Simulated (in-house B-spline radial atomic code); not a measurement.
Binding energies in Rh⁴⁺

NIST's tabulated ground configuration is [Kr] 4d5; each binding energy is the energy of the ion with one electron taken from that subshell, relaxed, less that of the parent. Computed with a B-spline radial code for spherical atoms: Dirac-Hartree-Fock, average of configuration, Fermi nucleus of rms radius 4.4945 fm. Energies include first-order Breit, QED and recoil terms.

| subshell | X-ray name | binding energy (eV) | -ε (eV) | relaxation (eV) |
| --- | --- | --- | --- | --- |
| 1s | K | 23287.7 | 23414.2 | 58.4 |
| 2p1/2 | L2 | 3216.4 | 3255.4 | 32.5 |
| 2p3/2 | L3 | 3073.9 | 3110.0 | 31.6 |
| 3s | M1 | 698.6 | 710.0 | 10.3 |
| 3p1/2 | M2 | 592.3 | 603.9 | 10.6 |
| 3p3/2 | M3 | 567.1 | 578.0 | 10.3 |
| 4s | N1 | 151.7 | 153.9 | 2.1 |
| 4p1/2 | N2 | 116.2 | 118.2 | 1.9 |
| 4p3/2 | N3 | 112.1 | 113.9 | 1.7 |
| 4d | N4,5 | 61.12 | 62.19 | 1.08 |

Relaxation = -ε minus the binding energy without Breit, QED and recoil terms.

Emission lines follow as differences of binding energies, with λ = 12398.42 eV·Å / E:

```
 line       holes  energy (eV)  wavelength (Å)
 K-L3  1s → 2p3/2      20213.8         0.61336
 K-L2  1s → 2p1/2      20071.3         0.61772
 K-M3  1s → 3p3/2      22720.6         0.54569
L3-M1  2p3/2 → 3s       2375.3          5.2197
```

Q: What screening constant σ does Moseley's law, E = (3/4)·13.6057 eV·(Z - σ)², need for K-L3?

A: σ = 0.49.

Moseley's non-relativistic formula needs a falling, then negative, screening constant for heavy elements, because relativity binds the 1s electron more strongly than the formula allows.

Q: What does it cost to remove two 4s electrons?

A: 324.9 eV, which is 21.55 eV more than the two single binding energies together.

Q: What does it cost to remove both a 1s and a 2p3/2 electron?

A: 26547 eV, which is 185.7 eV more than the two single binding energies together.

Q: What does it cost to remove both a 2p1/2 and a 3s electron?

A: 3966.3 eV, which is 51.23 eV more than the two single binding energies together.
